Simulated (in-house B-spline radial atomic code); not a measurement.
**RPA and G0W0 on BLYP: C³⁺**

Configuration [He] 2s1, highest spin, mean-field start BLYP. Computed with a B-spline radial code for spherical atoms: all electrons, scalar-relativistic (spin-free one-electron X2C), finite nucleus, each spin shell either full or empty, empty states to l = 9 with an (l + 1/2)⁻⁴ tail; G0W0 by contour deformation at full frequency.

RPA overbinds a lone outer s electron by self-correlation, and G0W0 tends to as well.

Command:
```bash
python run_gw.py task.json out
```
Settings (radii: box in bohr, nucleus in fm):
```
Z                        6
electrons                3
configuration            [He] 2s1
hamiltonian              x2c
method                   b88,lyp
lmax                     9
rms_radius               2.4702
spin_polarised           True
box_radius               14.14
intervals                71
ion_configuration        1s2
```

Run time, properties included: 2.1 s on 1 thread of Intel(R) Xeon(R) Platinum 8259CL CPU @ 2.50GHz, with other jobs on the host.

Energies (hartree):

```json
{"term": "mean-field total", "value": "-34.79876"}
{"term": "Hartree-Fock functional on these orbitals", "value": "-34.73847"}
{"term": "direct second order", "value": "-0.16426"}
{"term": "second-order exchange", "value": "0.11229"}
{"term": "SOSEX correction", "value": "0.091863"}
```

What is the RPA correlation energy, and what remains with SOSEX?

RPA gives -0.141 hartree (-1.28 eV per electron); RPA + SOSEX gives -0.049134, and the second-order doubles -0.051964 hartree (no singles). SOSEX takes back 65 % of the RPA value.

Quasi-particle levels (eV):

| level | occupied | mean field | Σx - vxc | Σc | QP weight | G0W0 |
| --- | --- | --- | --- | --- | --- | --- |
| 2s up | yes | -57.60 | -6.80 | ? | ? | ? |
| 2s down | no | -52.94 | 7.87 | -3.22 | 0.852 | -48.29 |

G0W0 = mean field + (Σx - vxc) + Σc, with Σc (partial-wave tail included) taken at the quasi-particle energy. Levels of low weight are left out.

Where does G0W0 put 2s up?

At -65.80 eV, with Σc = -1.40 eV and a quasi-particle weight of 0.947. The tabulated removal energy is 64.494 eV (NIST, measured).

What does it cost to remove one electron (to 1s2) by differences of total energies, each species on its own start (correlation terms add to the Hartree-Fock functional)?

BLYP 65.17 eV, Hartree-Fock functional 64.36 eV, + RPA 65.74 eV, + RPA + SOSEX 64.47 eV, + second order 64.49 eV. Tabulated: 64.494 eV (NIST, measured).
